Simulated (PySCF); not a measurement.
**From computed data to an observable: entropy of an ideal gas**

BClBr2, SMILES ClB(Br)Br.

Geometry optimised at PBE-D3(BJ)/def2-SVP.

PBE-D3(BJ)/def2-SVP run with PySCF gives the harmonic wavenumbers 163, 193, 341, 395, 827, 919 cm⁻¹ and the rotational temperatures 0.1128, 0.0553, 0.0371 K. The molar mass is 206.07 g/mol, the symmetry number 2, the spin multiplicity 1.

Q: Work out the entropy at 298.15 K and 1 atm in the rigid-rotor, harmonic-oscillator model.

A: 
Translation (Sackur–Tetrode at 1 atm): S = R[1.5 ln M + 2.5 ln T − 1.16487] = 175.2 J/(mol K).
Rotation: q = (√π/σ) T^1.5/√(θA θB θC) = 300000, S = R[ln q + 3/2] = 117.3 J/(mol K).
Vibration: with u = 1.4388 ν/T, each mode gives R[u/(e^u − 1) − ln(1 − e^−u)]:
```
ν (cm⁻¹)  modes     u  S (J/(mol K))
--------  -----  ----  -------------
163           1  0.79          10.52
193           1  0.93           9.20
341           1  1.65           5.05
395           1  1.91           4.11
827           1  3.99           0.78
919           1  4.43           0.54
```
These are all the modes. Sum 30.2 J/(mol K).
Spin: R ln 1 = 0.0 J/(mol K).
Total 322.7 J/(mol K); the program's own thermochemistry gives 322.7. Translation makes up 54 % and vibration 9 %. Anharmonicity, hindered rotation and orbital degeneracy are left out.
